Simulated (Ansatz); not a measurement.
The cluster Al₂B₃, relaxed as a doublet with UKS PBE0-D4/def2-SVP in Ansatz, starting from the GFN2-xTB geometry. Force threshold 0.02 eV/Å.

The charge 0 doublet is spin-contaminated (final ⟨S²⟩ up to 1.77, 0.75 for a pure state). The relaxation made no stability test and no search for a lower SCF solution. Another isomer (doublet) lies 2.13 eV lower at PBE0-D4/def2-TZVP; other spin states weren't run for this one.

Start:

```csv
atom,x (Å),y (Å),z (Å)
B1,1.334,0.013,0.667
B2,-1.313,0.018,-0.708
B3,0.017,0.035,-0.032
Al4,-3.129,-0.039,-1.573
Al5,3.091,-0.028,1.647
```

| step | energy (eV) | largest force component (eV/Å) | SCF passes |
| --- | --- | --- | --- |
| 1 | -15200.2627 | 1.527 | 172 |
| 2 | -15200.5120 | 0.535 | 43 |
| 3 | -15200.5518 | 0.032 | 38 |
| 4 | -15200.5519 | 0.011 | 25 |
| 5 | -15200.5521 | 0.011 | 36 |
| 6 | -15200.5523 | 0.007 | 36 |

Force components are those of the run's own axes.

End:

```xyz
5

B     1.4203    0.0099    0.7249
B    -1.3453    0.0000   -0.6978
B     0.0444    0.0056    0.0135
Al   -3.2949   -0.0121   -1.6956
Al    3.1755   -0.0034    1.6550
```

By distances, no bond broke or formed. The bond that changes most is B2–Al4, from 2.01 to 2.19 Å (atoms count from 1).

The force fell under the threshold at step 4, but the optimiser went on. No frequencies were taken in this run, so the end may be a saddle point.

Hardware: 4 threads of Arm Neoverse V1 on a shared host. Wall time 8.5 s.
